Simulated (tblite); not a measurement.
Species: C4H6F2O2Si.
Atom-mapped SMILES: `[O:1]=[C:2]1[CH2:3][O:4][C@@H:5]([SiH2:6][F:7])[C@H:8]1[F:9]` (hydrogens: H10, H11 on C3; H12 on C5; H13, H14 on Si6; H15 on C8)

Structure optimised with GFN2-xTB, isolated species.

Task: List the bond lengths, angles and torsions at this level.

Result: 
```
   bond  length (pm)   order
  O1=C2        119.5  double
  C2–C3        151.2  single
  C3–O4        140.5  single
  O4–C5        143.1  single
 C5–Si6        191.3  single
 Si6–F7        161.3  single
  C5–C8        152.0  single
  C8–F9        138.3  single
  C2–C8        154.0  single
 C3–H10        109.3  single
 C3–H11        110.1  single
 C5–H12        110.2  single
Si6–H13        145.2  single
Si6–H14        144.8  single
 C8–H15        109.3  single
```

Orders are formal, as drawn. A selection of angles:
```
    angle  degrees
 O1–C2–C3    127.8
 O1–C2–C8    126.7
 C3–C2–C8    105.5
 C2–C3–O4    107.5
 C3–O4–C5    108.9
O4–C5–Si6    106.5
 O4–C5–C8    105.8
Si6–C5–C8    115.8
C5–Si6–F7    104.5
 C5–C8–F9    111.6
 C2–C8–C5    102.8
 C2–C8–F9    108.4
```

Dihedral angles: O1–C2–C3–O4 177° (antiperiplanar); C2–C3–O4–C5 23° (synperiplanar); C3–O4–C5–Si6 -156° (antiperiplanar); O4–C5–Si6–F7 -173° (antiperiplanar); O4–C5–C8–F9 -88° (synclinal); O1–C2–C8–C5 165° (antiperiplanar).

The C–C distances run from 1.512 Å (C2–C3, drawn single) to 1.540 Å (C2–C8, drawn single), a spread of 0.028 Å. The 5-membered ring C2–C3–O4–C5–C8 has internal angles of 102.8° to 108.9°; it is puckered, 0.13 Å rms from its mean plane, widest ring torsion 32°. Si6 (fluorine-bound silicon) is distorted tetrahedral (angles from 104.5° to 117.4°). Of the pairs four or more bonds apart, F9···H14 is among the closest relative to their van der Waals radii: 2.72 Å, 102 % of the sum of Bondi's values. The C–O distances run from 1.195 Å (O1=C2, drawn double) to 1.431 Å (O4–C5, drawn single), a spread of 0.236 Å.

Point group: C1 (no symmetry element, even within 0.4 Å). Its GFN2-xTB frequencies are all real (lowest 37 cm⁻¹). One conformer, not necessarily the lowest. 3 starts were optimised and ended at 0.00, 0.00 and 0.31 kcal/mol (GFN2-xTB); the lowest of these is shown.

Time: 0.96 s wall. Hardware: one thread, Arm Neoverse N1 (aarch64), on a shared host. This is the geometry optimisation.

All values are computed, not measured.
